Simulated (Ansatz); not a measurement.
C2H5GaS can be A, `[CH3][Ga]1[CH2][S]1`, or B, `C[CH]1[S][GaH]1`.

Calculated with Ansatz (gas phase, PBE0-D4/def2-TZVP geometries, no zero-point term in ΔE). CCSD(T)/CBS adds triple-zeta CCSD(T) − MP2 to the extrapolated MP2 energy (def2 sets, frozen cores). DFT in def2-TZVPP. B3LYP here is the variant with VWN-RPA as its local correlation; programs differ in this. For Ga outer-core shells are correlated without core-valence functions, which leaves a few kJ/mol of doubt a bond. Scalar relativity is left out up to krypton.

A:

Z-matrix (Å, degrees):
```
C
Ga 1 1.935
H 1 1.091 2 109.0
H 1 1.089 2 111.5 3 120.9
H 1 1.091 2 109.1 3 -118.0
C 2 1.932 1 163.4 3 -119.6
S 2 2.176 1 142.3 3 60.1
H 6 1.086 2 120.6 1 -75.1
H 6 1.086 2 120.6 1 74.8
```

B:

Z-matrix (Å, degrees):
```
C
C 1 1.505
H 1 1.094 2 110.5
H 1 1.092 2 112.1 3 120.7
H 1 1.096 2 110.8 3 -119.5
S 2 1.891 1 115.4 3 -174.0
Ga 2 1.940 1 124.6 3 -93.0
H 2 1.088 1 113.0 3 58.4
H 7 1.533 2 164.3 1 68.2
```

(1) Which isomer does CCSD(T)/CBS put lower? Give the gap. (Estimate.)

(2) Give E(B) − E(A) in kJ/mol with PBE-D4, BLYP-D4, CCSD(T)/def2-TZVPP, HF/def2-TZVPP, ωB97M-V, B3LYP-D4, LDA (SPW92). (Estimate.)

(3) Does the order hold for the free energy at 298.15 K (harmonic terms from PBE0-D4)? (Best estimate.)

Largest T1 diagnostic: 0.015.

Results:

(1) Ansatz gave: A, by 38.4 kJ/mol.

(2) Ansatz gave: PBE-D4 31.6, BLYP-D4 30.7, CCSD(T)/def2-TZVPP 36.3, HF/def2-TZVPP 36.3, ωB97M-V 35.5, B3LYP-D4 32.8, LDA (SPW92) 26.4. None reverses the order clearly.

(3) Computed: Yes: G(B) − G(A) = +41.6 kJ/mol. Modes under 60 cm⁻¹, often nearly free rotors, make the harmonic entropy too high.

The D4 term adds −3.9 kJ/mol with B3LYP and −1.9 kJ/mol with PBE0; it sums over pairs of atoms, weighted by their polarisabilities, and B3LYP, whose exchange is more repulsive, gets the larger term. At CCSD(T), def2-SVP lies −15.7 kJ/mol from the extrapolated value and def2-TZVPP −2.1 kJ/mol.
